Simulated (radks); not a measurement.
Spherical quantum dot in the effective-mass picture: electrons in a well V = -V0 / (1 + exp((r - R)/a)) with V0 = 10, R = 4, a = 0.22, with a point charge +2 (a donor) at the centre, all in effective atomic units (hartree* = m*/eps^2 hartree, bohr* = eps/m* bohr), one dielectric constant everywhere. Method: non-relativistic Kohn-Sham, LDA (Slater exchange, Perdew-Wang correlation), spin-polarised, spherical densities; computed with a radial shooting solver with Libxc functionals. Levels are named by radial order and angular momentum (1s, 1p, 1d, 2s, ...), and open shells are averaged over m. Results are scaled to m* = 0.059 and eps = 12.6, for which hartree* = 10.11 meV and bohr* = 11.3 nm.

N = 22, configuration 1s2 1p6 1d10 2s2 1f(up 2, down 0). This is the lowest configuration that the search found. Occupied and some empty levels:

| level | occupation | eigenvalue (meV) | <r> (nm) |
|---|---|---|---|
| 1s up | 1 | -34.150 | 22.82 |
| 1s down | 1 | -34.017 | 22.28 |
| 1p up | 3 | -31.416 | 31.01 |
| 1p down | 3 | -31.195 | 30.95 |
| 2s up | 1 | -29.658 | 19.05 |
| 2s down | 1 | -29.554 | 19.52 |
| 1d up | 5 | -28.407 | 32.44 |
| 1d down | 5 | -28.172 | 32.42 |
| 1f up | 2 | -24.426 | 33.54 |
| 1f down | 0 | -24.184 | 33.54 |
| 1g up | 0 | -19.550 | 34.48 |
| 1g down | 0 | -19.305 | 34.48 |
| 2p up | 0 | -18.181 | 23.65 |
| 2p down | 0 | -18.076 | 23.64 |
| 2d up | 0 | -11.378 | 27.07 |
| 2d down | 0 | -11.244 | 27.05 |

Energy (meV): total -1444.63, kinetic 192.01, external -2371.1, Hartree 825.74, exchange-correlation -91.243.
